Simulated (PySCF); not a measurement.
## Ce³¹⁺: ionisation energy

Ce³¹⁺ [Ar] 3d9 (2D) → Ce³²⁺ [Ar] 3d8 (3F), as a difference of total energies. Computed with PySCF 2.14 in an uncontracted even-tempered set (18 s from 4.4 bohr⁻², ratio 2.5; 13 p from 5.7 bohr⁻², ratio 2.5; 8 d from 5.7 bohr⁻², ratio 2.5; 4 f from 27 bohr⁻², ratio 2.7; 3 g from 41 bohr⁻², ratio 2.7), with the spin-free X2C one-electron Hamiltonian (Gaussian nucleus). Correlated levels: outer shells: [Ne] frozen; virtual orbitals above 40 to 60 times the deepest correlated orbital energy dropped. The calculations carry no spin-orbit coupling.

```json
{"method": "UHF", "ionisation energy (eV)": "2001.7"}
{"method": "LDA", "ionisation energy (eV)": "2002.9"}
{"method": "PBE", "ionisation energy (eV)": "2001.7"}
{"method": "PBE0", "ionisation energy (eV)": "2002.3"}
{"method": "M06-L", "ionisation energy (eV)": "2003.0"}
{"method": "M06-2X", "ionisation energy (eV)": "2004.3"}
{"method": "SCS-MP2 (outer shells)", "ionisation energy (eV)": "2003.2"}
```

**Question.** Estimate what MP2 (outer shells) gives.

**Answer.** 2003.5 eV, closest to SCS-MP2 (outer shells) among the rows shown.

**Question.** Estimate what r2SCAN gives.

**Answer.** 2001.3 eV, closest to UHF among the rows shown.

Spin-orbit coupling is strong in these open shells (close to jj coupling). The scalar numbers leave it out and a first-order estimate fails, so it can dominate the gap to the real levels.

Breit and QED terms and the two-electron picture change are absent.

For comparison: 1994 ± 4 eV (theoretical estimate listed by NIST; NIST Atomic Spectra Database, ionization energies).
